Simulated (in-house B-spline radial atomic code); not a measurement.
# Binding energies in neutral technetium

NIST's tabulated ground configuration is [Kr] 4d5 5s2; each binding energy is the energy of the ion with one electron taken from that subshell, relaxed, less that of the parent. All numbers are computed (Dirac-Hartree-Fock, average of configuration; Fermi nucleus of rms radius 4.41117 fm) with a B-spline radial code for spherical atoms, not measured. Energies include first-order Breit, QED and recoil terms.

```tsv
subshell	X-ray name	binding energy (eV)	-ε (eV)	relaxation (eV)
2s	L1	3061.1	3098.8	32.0
2p3/2	L3	2690.6	2728.6	34.2
3s	M1	560	573.8	12.9
3p1/2	M2	461.8	475.8	13.2
3p3/2	M3	441.8	455.1	12.9
4s	N1	86.2	90.40	4.08
4p1/2	N2	55.01	58.81	3.72
4p3/2	N3	52.09	55.69	3.57
4d	N4,5	10.21	12.34	2.15
5s	O1	6.39	6.68	0.28
```

Relaxation = -ε minus the binding energy without Breit, QED and recoil terms.

Emission lines follow as differences of binding energies, with λ = 12398.42 eV·Å / E:

```
 line       holes  energy (eV)  wavelength (Å)
L1-M3  2s → 3p3/2       2619.3          4.7335
L3-M1  2p3/2 → 3s       2130.6          5.8192
```

Question: What does it cost to remove both a 2s and a 3p1/2 electron?

Answer: 3565.6 eV, which is 42.61 eV more than the two single binding energies together.

Question: What does it cost to remove both a 2p3/2 and a 3s electron?

Answer: 3292.4 eV, which is 41.78 eV more than the two single binding energies together.

Question: What does it cost to remove both a 3p3/2 and a 4p1/2 electron?

Answer: 513.45 eV, which is 16.61 eV more than the two single binding energies together.
